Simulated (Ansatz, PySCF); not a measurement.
Energy difference R1 + 2 R2 → P1 + P2, each structure at its B3LYP-D3(BJ)/def2-TZVP stationary point, reached from a drawn start (curvature not checked).
P1, GaH3O3 (SMILES [OH][Ga]([OH])[OH]) (charge 0, multiplicity 1):
```xyz
7

Ga     0.000     0.000     0.000
O      1.776     0.041     0.169
H      2.166    -0.828     0.313
O     -0.905     1.513    -0.274
H     -0.342     2.293    -0.315
O     -0.871    -1.554     0.105
H     -1.824    -1.465     0.001
```
R1: GaHO (SMILES [OH][Ga]), charge 0, multiplicity 1.
P2: H2 (SMILES [H][H]), charge 0, multiplicity 1.
R2: H2O (SMILES O), charge 0, multiplicity 1.

P less R. No zero-point or thermal terms; no spin–orbit coupling. One arrangement of each flexible species, with no search for the lowest.

Cores are frozen in the correlated methods. In cc and def2 sets filled d and f shells under p-block atoms count as core. CBS: X⁻³ extrapolation of the correlation energy, Hartree–Fock from the larger set.

Run with Ansatz (Gaussian orbitals); PySCF for the D3/D4 terms. No computed number here is a measurement.

Question: What is the computed reaction energy (CAM-B3LYP-D4/def2-TZVPP)?

Answer: -94 kJ/mol

Question: Predict the reaction energy from CCSD(T)/CBS(cc-pVTZ, cc-pVQZ).

Answer: -121 kJ/mol

Question: What is the computed reaction energy (MP2/CBS(cc-pVTZ, cc-pVQZ))?

Answer: -138 kJ/mol

Ansatz is a quantum-chemistry and plane-wave program.
